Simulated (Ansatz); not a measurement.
## Which is lower?

Two relaxed structures of MgHTeBr, singlet (PBE0-D4/def2-TZVP; forces vanish, vibrations not checked).

A:

| atom | x (Å) | y (Å) | z (Å) |
| --- | --- | --- | --- |
| Br1 | 4.5211 | -0.5269 | -0.7417 |
| Mg2 | -0.8350 | 0.4936 | 0.0051 |
| Te3 | 2.0015 | 0.1333 | -0.4521 |
| H4 | 1.6184 | -1.3682 | 0.1399 |

B:

```
4
angstrom
Br -2.9525 0.7134 0.3458
Mg -0.6650 0.4605 -0.0232
Te 1.8972 0.1902 -0.4413
H 1.7203 -1.3640 0.1186
```

Computed with Ansatz 0.2.0 (basis: def2-TZVPP); correlated methods freeze the cores. Filled d shells of the heavier atoms are correlated. Core potentials replace the inner electrons of the atoms past krypton. The outer core shell of Li, Na, Mg and K is correlated. The def2 sets are not built for correlating such inner shells, so the correlated values are less sure here. B3LYP uses VWN-RPA correlation.

**Question.** Which structure is lower at CCSD(T), and by how much? (An estimate is asked for; the value comes from the calculation.)

**Answer.** By the calculation: B, by 283.9 kJ/mol (electronic energy, against the other). By their contacts, A is MgHTeBr ([Mg][TeH][Br]) and B is MgHTeBr ([Br][Mg][TeH]).

All methods give the same order:

```json
{"method": "PBE-D4", "E(B) − E(A) (kJ/mol)": "-229.7"}
{"method": "r2SCAN-D4", "E(B) − E(A) (kJ/mol)": "-275.4"}
{"method": "PBE0-D4", "E(B) − E(A) (kJ/mol)": "-262.3"}
{"method": "B3LYP-D4", "E(B) − E(A) (kJ/mol)": "-250.9"}
{"method": "wB97M-V", "E(B) − E(A) (kJ/mol)": "-282.2"}
{"method": "HF", "E(B) − E(A) (kJ/mol)": "-338.7"}
{"method": "MP2", "E(B) − E(A) (kJ/mol)": "-295.0"}
{"method": "CCSD", "E(B) − E(A) (kJ/mol)": "-296.3"}
{"method": "CCSD(T)", "E(B) − E(A) (kJ/mol)": "-283.9"}
```

T1 diagnostic: at most 0.012. The restricted Hartree–Fock reference is unstable towards an unrestricted one at one or more of these structures.

Labels in which every atom is bracketed show which atoms are joined, not bond orders.

For scale, one of the runs: CCSD(T)/def2-TZVPP, 144 basis functions, launched by `ansatz run in.yaml --threads 2 --pin off --events-out ev --progress --plain --max-ram 4352MiB`. Hardware: 2 CPU threads of an Arm Neoverse V2, shared host. Wall time 74 s; peak host memory 1.1 GiB.
